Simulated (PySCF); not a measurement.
Unrelated species, one level of theory. Theory: PySCF, TDDFT PBE0/def2-SVPD, vertical, gas phase, core orbitals frozen in the response. Geometries: GFN2-xTB; one conformer of each isolated species. Triplets are in the Tamm–Dancoff approximation.

Problem. Rank by computed HOMO energy, highest first.
A. `FC1=C(F)CC1`
B. `FC[Si@H]1C=CC=CO1`
C. `[C@@H]1(F)CC=C1F`
D. `Fc1c(Cl)sc2cc[nH]c12`

Solution. D (-6.12 eV), B (-6.45 eV), A (-7.24 eV), C (-7.79 eV).

| SMILES | HOMO (eV) | S1 (eV) | α (au) | T1 (eV) | gap (eV) | S1 mainly |
| --- | --- | --- | --- | --- | --- | --- |
| Fc1c(Cl)sc2cc[nH]c12 | -6.12 | 4.80 | 109.1 | 3.30 | 5.48 | H→L+1 (97%) |
| FC[Si@H]1C=CC=CO1 | -6.45 | 4.44 | 84.9 | 2.76 | 5.17 | H→L (97%) |
| FC1=C(F)CC1 | -7.24 | 6.51 | 46.1 | 4.71 | 7.91 | H→L (92%) |
| FC1=CC[C@H]1F | -7.79 | 6.95 | 45.8 | 4.36 | 7.58 | H→L (91%) |

H and L stand for HOMO and LUMO.

- `Fc1c(Cl)sc2cc[nH]c12`: Löwdin shares by element: HOMO carbon 47% or more, chlorine 11% (atoms not listed hold the other 42%); LUMO carbon 47% or more, sulfur 14% (atoms not listed hold the other 40%).
- `FC[Si@H]1C=CC=CO1`: Löwdin shares by element: HOMO carbon 59% or more, oxygen 12% (atoms not listed hold the other 29%); LUMO carbon 74% or more (atoms not listed hold the other 26%).
- `FC1=C(F)CC1`: Löwdin shares by element: HOMO carbon 57% or more, fluorine 23% (atoms not listed hold the other 20%); LUMO carbon 68% (atoms not listed hold the other 32%).
- `FC1=CC[C@H]1F`: Löwdin shares by element: HOMO carbon 71% or more, fluorine 13% or more (atoms not listed hold the other 16%); LUMO carbon 70% or more, hydrogen 7% or more (atoms not listed hold the other 22%).
